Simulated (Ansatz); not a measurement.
Reaction (ligand exchange at the Si–O bond): `[CH3][AlH][O][SiH2]C` + `CC[SeH]` → `CC[Se][SiH2]C` + `[CH3][AlH][OH]`

Gas-phase electronic energies from Ansatz, PBE0-D4/def2-TZVP geometries. CCSD(T)/CBS is the MP2 limit (def2-TZVPP, def2-QZVPP) plus CCSD(T) − MP2 in def2-TZVPP, frozen cores. DFT in def2-TZVPP. For Se outer-core shells are correlated without core-valence functions, which leaves a few kJ/mol of doubt a bond. Scalar relativity is left out up to krypton. Each species was taken in one conformer, which may not be the lowest.

`[CH3][AlH][O][SiH2]C`:

```xyz
14

C     1.741    1.507   -1.129
Al    0.691    0.027   -1.828
O    -0.369   -0.796   -0.809
Si   -1.244   -1.329    0.453
C    -1.033   -0.232    1.946
H     1.261    1.985   -0.270
H     1.928    2.270   -1.889
H     2.721    1.151   -0.792
H     0.778   -0.484   -3.323
H    -2.683   -1.369    0.067
H    -0.815   -2.715    0.793
H     0.012   -0.194    2.263
H    -1.363    0.789    1.734
H    -1.626   -0.609    2.784
```

`CC[SeH]`:

Cartesian coordinates in Å:
```
C 0.631 0.717 -0.231
C 0.120 -0.684 0.020
Se -1.448 -0.760 1.190
H 1.530 0.688 -0.855
H 0.879 1.220 0.705
H -0.116 1.323 -0.748
H 0.861 -1.291 0.544
H -0.130 -1.201 -0.905
H -2.326 -0.013 0.279
```

`CC[Se][SiH2]C`:

Z-matrix (Å, degrees):
```
C
C 1 1.512
H 1 1.092 2 111.5
H 1 1.092 2 111.1 3 -120.2
H 1 1.095 2 110.2 3 119.8
Se 2 1.969 1 113.8 3 62.8
H 2 1.091 1 111.5 3 180.0
H 2 1.091 1 112.1 3 -59.3
Si 6 2.273 2 97.8 1 -74.5
C 9 1.866 6 108.0 2 -170.2
H 9 1.491 6 108.3 2 -49.1
H 9 1.490 6 111.5 2 68.6
H 10 1.092 9 110.7 6 -60.0
H 10 1.093 9 110.2 6 -179.6
H 10 1.092 9 110.8 6 60.3
```

`[CH3][AlH][OH]`:

```xyz
8

C     0.746    0.574   -0.848
Al   -0.335   -0.037    0.643
O    -1.115   -1.540    0.487
H     0.345    1.502   -1.269
H     0.791   -0.167   -1.650
H     1.770    0.796   -0.531
H    -0.537    0.779    1.992
H    -1.666   -1.906    1.176
```

Task: Is it downhill or uphill in electronic energy at CCSD(T)/CBS, and by how much? (Estimate.)

Result: The calculation gave: Uphill: ΔE = +11.6 kcal/mol.

Task: What do these levels give: PBE-D4, ωB97X-V, PBE, r2SCAN, CCSD(T)/def2-TZVPP, SCS-MP2/def2-QZVPP? (Best estimate.)

Result: The calculation gave: PBE-D4 8.4, ωB97X-V 12.6, PBE 9.2, r2SCAN 11.8, CCSD(T)/def2-TZVPP 12.7, SCS-MP2/def2-QZVPP 13.0 kcal/mol.

Largest T1 diagnostic among the species: 0.011.

In def2-TZVPP, CCSD(T) changes the Hartree–Fock value by −5.8 kcal/mol (the triples alone add −1.1 kcal/mol) and MP2 by −7.1 kcal/mol. From PBE to PBE0 (25 % exact exchange), in def2-TZVPP and without D4, ΔE moves by +1.3 kcal/mol. The D4 term adds −1.3 kcal/mol with B3LYP and −0.6 kcal/mol with PBE0; it sums over pairs of atoms, weighted by their polarisabilities, and B3LYP, whose exchange is more repulsive, gets the larger term.

B3LYP here is the variant with VWN-RPA as its local correlation; programs differ in this.
